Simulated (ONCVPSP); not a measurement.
# Building the ONCV potential for Mn (Z = 25) (PBE, scalar-relativistic).

Input for ONCVPSP 4.0.1:

```
# ATOM AND REFERENCE CONFIGURATION
# atsym  z   nc   nv     iexc    psfile
  Mn 25.00    3    5        4      upf
#
#   n    l    f
    1    0    2.00
    2    0    2.00
    2    1    6.00
    3    0    2.00
    3    1    6.00
    3    2    5.00
    4    0    1.00
    4    1    1.00
#
# PSEUDOPOTENTIAL AND OPTIMIZATION
# lmax
    2
#
#   l,   rc,      ep,       ncon, nbas, qcut
    0    1.10    0.00    4    7   11.80
    1    1.25    0.00    3    7   12.50
    2    1.15    0.00    3    7   12.20
#
# LOCAL POTENTIAL
# lloc, lpopt,  rc(5),   dvloc0
    4    5    1.00    4.00
#
# VANDERBILT-KLEINMAN-BYLANDER PROJECTORs
# l, nproj, debl
    0    2    2.00
    1    2    0.50
    2    3    1.20
#
# MODEL CORE CHARGE
# icmod, fcfact, rcfact
    0    0.00    0.00
#
# LOG DERIVATIVE ANALYSIS
# epsh1, epsh2, depsh
   -5.00    5.00    0.04
#
# OUTPUT GRID
# rlmax, drl
    6.00    0.01
#
# TEST CONFIGURATIONS
# ncnf
    4
# nvcnf
#   n    l    f
    5
    3    0    2.00
    3    1    6.00
    3    2    5.00
    4    0    2.00
    4    1    0.00
#
    5
    3    0    2.00
    3    1    6.00
    3    2    5.00
    4    0    1.00
    4    1    0.00
#
    5
    3    0    2.00
    3    1    6.00
    3    2    5.00
    4    0    0.00
    4    1    0.00
#
    5
    3    0    2.00
    3    1    6.00
    3    2    4.00
    4    0    2.00
    4    1    0.00
#
```

Command:

```bash
oncvpsp.x < Mn.dat > Mn.out
```

The program printed (shortened: citation, most of the input echo, consistency checks and plot data are left out):

```
ONCVPSP  (Optimized Norm-Conservinng Vanderbilt PSeudopotential)
scalar-relativistic version 4.0.1

#   n    l    f        energy (Ha)
    1    0    2.00    -2.3634175E+02
    2    0    2.00    -2.7396502E+01
    2    1    6.00    -2.3216103E+01
    3    0    2.00    -3.2158033E+00
    3    1    6.00    -2.0662009E+00
    3    2    5.00    -3.0628458E-01
    4    0    1.00    -2.2393480E-01
    4    1    1.00    -7.7853657E-02

Reference configufation results
  iterations    33
  all-electron total energy (Ha)   -1.15815400D+03

Begin loop to  construct optimized pseudo wave functions
and semi-local pseudopoentials for all angular momenta

Calculating optimized projector #   1

 for l=   0

    Fraction of norm inside rc  0.804016
    Optimizing pswf for qcut=  11.82 a_B^-1,  ecut=  69.82 Ha
    Residual kinetic energy error=  7.38D-07 Ha

    Energy error per electron        Cutoff
         Ha          eV             Ha
         0.01000     0.27211       37.38
         0.00100     0.02721       47.79
         0.00010     0.00272       56.36
         0.00001     0.00027       62.54

Calculating optimized projector #   2

 for l=   0

    Fraction of norm inside rc  0.031926
    Optimizing pswf for qcut=  11.82 a_B^-1,  ecut=  69.82 Ha
    Residual kinetic energy error=  1.91D-07 Ha

    Energy error per electron        Cutoff
         Ha          eV             Ha
         0.01000     0.27211       25.60
         0.00100     0.02721       39.48
         0.00010     0.00272       50.25
         0.00001     0.00027       58.83

Calculating optimized projector #   1

 for l=   1

    Fraction of norm inside rc  0.842616
    Optimizing pswf for qcut=  12.49 a_B^-1,  ecut=  78.02 Ha
    Residual kinetic energy error=  2.29D-08 Ha

    Energy error per electron        Cutoff
         Ha          eV             Ha
         0.01000     0.27211       22.71
         0.00100     0.02721       28.81
         0.00010     0.00272       34.40
         0.00001     0.00027       54.65

Calculating optimized projector #   2

 for l=   1

    Fraction of norm inside rc  0.017314
    Optimizing pswf for qcut=  12.49 a_B^-1,  ecut=  78.02 Ha
    Residual kinetic energy error=  1.07D-09 Ha

    Energy error per electron        Cutoff
         Ha          eV             Ha
         0.01000     0.27211       13.57
         0.00100     0.02721       21.19
         0.00010     0.00272       27.55
         0.00001     0.00027       33.34

   Wellstate for l =  2  n =  4
     eigenvalue =   0.8937
     asymptotic potential =   1.3937
     half-point radius =  3.0963

   Wellstate for l =  2  n =  5
     eigenvalue =   2.0937
     asymptotic potential =   2.5937
     half-point radius =  3.4188

Calculating optimized projector #   1

 for l=   2

    Fraction of norm inside rc  0.575834
    Optimizing pswf for qcut=  12.21 a_B^-1,  ecut=  74.50 Ha
    Residual kinetic energy error=  1.04D-05 Ha

    Energy error per electron        Cutoff
         Ha          eV             Ha
         0.01000     0.27211       49.62
         0.00100     0.02721       59.54
         0.00010     0.00272       67.22
         0.00001     0.00027       76.63

Calculating optimized projector #   2

 for l=   2

    Fraction of norm inside rc  0.123210
    Optimizing pswf for qcut=  12.21 a_B^-1,  ecut=  74.50 Ha
    Residual kinetic energy error=  8.18D-06 Ha

    Energy error per electron        Cutoff
         Ha          eV             Ha
         0.01000     0.27211       46.53
         0.00100     0.02721       58.04
         0.00010     0.00272       66.81
         0.00001     0.00027       74.65

Calculating optimized projector #   3

 for l=   2

    Fraction of norm inside rc  0.069239
    Optimizing pswf for qcut=  12.21 a_B^-1,  ecut=  74.50 Ha
    Residual kinetic energy error=  1.73D-05 Ha

    Energy error per electron        Cutoff
         Ha          eV             Ha
         0.01000     0.27211       47.68
         0.00100     0.02721       59.77
         0.00010     0.00272       68.70
         0.00001     0.00027       77.13

Construct Vanderbilt / Kleinmman-Bylander projectors

B matrix Hermiticity error, ll=   0
   1   2    2.8076E-04

  Orthonormal projector coefficients  1.7343E+01 -3.3430E-01

B matrix Hermiticity error, ll=   1
   1   2    1.1241E-04

  Orthonormal projector coefficients  1.5603E+00 -1.0205E+00

B matrix Hermiticity error, ll=   2
   1   2    1.2758E-04
   1   3   -2.1090E-04
   2   3    6.0700E-05

  Orthonormal projector coefficients -1.6011E+01 -7.7221E+00 -1.6965E+00

Pseudoatom total energy -103.440616

Diagnostic tests using Vanderbilt-Kleinman-Bylander pseudopotentials
  1 or more projectors used as specified by nproj input data

   l    rcore       rmatch      e in        delta e   norm test  slope test

   0   1.1024142   1.1358859  -3.2158033  -0.0000310   1.0001740   1.0001868
   0   1.1024142   1.1358859  -0.2239348   0.0000060   1.0000461   1.0000720

   1   1.2574780   1.2956577  -2.0662009  -0.0000057   1.0001411   1.0001604
   1   1.2574780   1.2956577  -0.0778537   0.0000034   1.0000874   1.0000692

   2   1.1564548   1.1915673  -0.3062846  -0.0000384   1.0000810   0.9999914
   2   1.1564548   1.1915673   0.8937154  -0.0000200   1.0002213   1.0002213
   2   1.1564548   1.1915673   2.0937154   0.0000056   1.0003077   1.0003077

 Testing for bound ghosts
   n   l    E NL Schr. Eq   E Basis Diag.   E Cutoff

   1   0       -3.215834       -3.215732    155.29
   2   0       -0.223929        0.144121    155.29

   2   1       -2.066207       -2.066102    141.06
   3   1       -0.077850        0.275364    141.06

   3   2       -0.306323       -0.289635    257.26

 Testing for highly-localized positive-energy ghosts
       l    <radius>/rc     E Basis Diag.   E Cutoff

Test configuration 0

   n   l     f        eae           eps        diff
   1   0  2.0000 -236.34174798
   2   0  2.0000  -27.39650194
   2   1  6.0000  -23.21610281
   3   0  2.0000   -3.21580334   -3.21583432   -3.10D-05
   3   1  6.0000   -2.06620089   -2.06620658   -5.69D-06
   3   2  5.0000   -0.30628458   -0.30632302   -3.84D-05
   4   0  1.0000   -0.22393480   -0.22392882    5.98D-06
   4   1  1.0000   -0.07785366   -0.07785021    3.44D-06

    Total energies and differences
      AE_ref= -1.15815400D+03  AE_tst= -1.15815400D+03  dif=  0.00D+00
      PS_ref= -1.03440616D+02  PS_tst= -1.03440616D+02  dif= -2.84D-13
      PSP excitation error=  2.84D-13

Test configuration 1

   n   l     f        eae           eps        diff
   1   0  2.0000 -236.28156533
   2   0  2.0000  -27.33959878
   2   1  6.0000  -23.15901013
   3   0  2.0000   -3.15601129   -3.15605408   -4.28D-05
   3   1  6.0000   -2.00626481   -2.00631869   -5.39D-05
   3   2  5.0000   -0.24883309   -0.24881290    2.02D-05
   4   0  2.0000   -0.18768735   -0.18769137   -4.02D-06

    Total energies and differences
      AE_ref= -1.15815400D+03  AE_tst= -1.15829576D+03  dif= -1.42D-01
      PS_ref= -1.03440616D+02  PS_tst= -1.03582393D+02  dif= -1.42D-01
      PSP excitation error=  1.37D-05

Test configuration 2

   n   l     f        eae           eps        diff
   1   0  2.0000 -236.58646210
   2   0  2.0000  -27.63769634
   2   1  6.0000  -23.45768062
   3   0  2.0000   -3.45823770   -3.45824231   -4.61D-06
   3   1  6.0000   -2.30896586   -2.30891076    5.51D-05
   3   2  5.0000   -0.54785911   -0.54794674   -8.76D-05
   4   0  1.0000   -0.43650685   -0.43648353    2.33D-05

    Total energies and differences
      AE_ref= -1.15815400D+03  AE_tst= -1.15798646D+03  dif=  1.68D-01
      PS_ref= -1.03440616D+02  PS_tst= -1.03273075D+02  dif=  1.68D-01
      PSP excitation error= -8.65D-06

Test configuration 3

   n   l     f        eae           eps        diff
   1   0  2.0000 -236.94529016
   2   0  2.0000  -27.98656573
   2   1  6.0000  -23.80738106
   3   0  2.0000   -3.81096504   -3.81096222    2.82D-06
   3   1  6.0000   -2.66172490   -2.66156041    1.64D-04
   3   2  5.0000   -0.89366356   -0.89392334   -2.60D-04

    Total energies and differences
      AE_ref= -1.15815400D+03  AE_tst= -1.15741322D+03  dif=  7.41D-01
      PS_ref= -1.03440616D+02  PS_tst= -1.02699829D+02  dif=  7.41D-01
      PSP excitation error= -1.03D-05

Test configuration 4

   n   l     f        eae           eps        diff
   1   0  2.0000 -236.82735442
   2   0  2.0000  -27.91179191
   2   1  6.0000  -23.72886027
   3   0  2.0000   -3.69025816   -3.69024790    1.03D-05
   3   1  6.0000   -2.53286397   -2.53318289   -3.19D-04
   3   2  4.0000   -0.74317337   -0.74201247    1.16D-03
   4   0  2.0000   -0.49832095   -0.49840976   -8.88D-05

    Total energies and differences
      AE_ref= -1.15815400D+03  AE_tst= -1.15781114D+03  dif=  3.43D-01
      PS_ref= -1.03440616D+02  PS_tst= -1.03098226D+02  dif=  3.42D-01
      PSP excitation error=  4.69D-04
```

The run took about 3.4 s on one core of a shared server CPU.
